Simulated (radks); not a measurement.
All-electron atom: the terbium ion Tb+ in [Xe] 4f9 6s1. Calculated with a radial shooting solver on a logarithmic mesh with Libxc functionals: scalar-relativistic Kohn-Sham, LDA (Slater exchange, Perdew-Wang correlation), spin-polarised, spherical densities, finite nucleus; open shells are filled with parallel spins first (spin-orbit coupling, left out, can overturn this in heavy ions); Fermi nuclear charge, rms radius 5.06 fm.

Normalised radial functions P(r) = r R(r), r in bohr:

r,5p up,5p down,6s up
0.001048,0.0011,0.0011,0.0153
0.001667,0.0024,0.0023,0.0219
0.002631,0.0052,0.0051,0.0305
0.004184,0.0113,0.0111,0.0408
0.006601,0.0241,0.0236,0.0500
0.0105,0.0500,0.0489,0.0530
0.01656,0.0955,0.0934,0.0395
0.02634,0.1622,0.1588,-0.0010
0.0419,0.2162,0.2117,-0.0601
0.0661,0.1638,0.1603,-0.0821
0.1051,-0.0815,-0.0798,0.0049
0.1659,-0.3111,-0.3045,0.1196
0.2638,-0.0409,-0.0399,0.0107
0.4162,0.4521,0.4429,-0.1776
0.6619,0.0745,0.0759,0.0461
1.044,-0.7654,-0.7495,0.2902
1.661,-0.8269,-0.8299,-0.0538
2.621,-0.3382,-0.3494,-0.5365
4.168,-0.0498,-0.0529,-0.5170
6.576,-0.0018,-0.0021,-0.1692
10.46,0.0000,0.0000,-0.0133

5p up: eigenvalue -32.053 eV, 3 radial nodes at r = 0.0928, 0.273, 0.688 bohr, <r> = 1.56 bohr, 90 % of the charge inside 2.31 bohr. 5p down: eigenvalue -30.404 eV, 3 radial nodes at r = 0.0928, 0.273, 0.689 bohr, <r> = 1.58 bohr, 90 % of the charge inside 2.34 bohr. 6s up: eigenvalue -9.352 eV, 5 radial nodes at r = 0.0261, 0.103, 0.269, 0.626, 1.59 bohr, <r> = 3.68 bohr, 90 % of the charge inside 5.32 bohr.
